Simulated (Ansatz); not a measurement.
CSe, SMILES `[C-]#[Se+]`. Total charge 0; spin multiplicity 1. Correlated methods include outer-core shells of Se, which these sets cover unevenly. Scalar relativity is left out up to krypton.

Cartesian coordinates in Å:
```
C 0.0896 0.7676 -0.3180
Se -0.0896 -0.7676 0.3180
```

(1) Give the diagnostics of a CCSD(T)/def2-TZVPP run (frozen core, Ansatz 0.2.0). (An estimate is asked.)

Results:

(1) Computed: T1 = 0.0220, largest single amplitude 0.049, largest double 0.099, (T) share of the correlation energy 5.6 %, 9 CCSD cycles. The RHF solution is unstable towards an unrestricted one. T1 lies over the customary mark of 0.02 for closed shells.
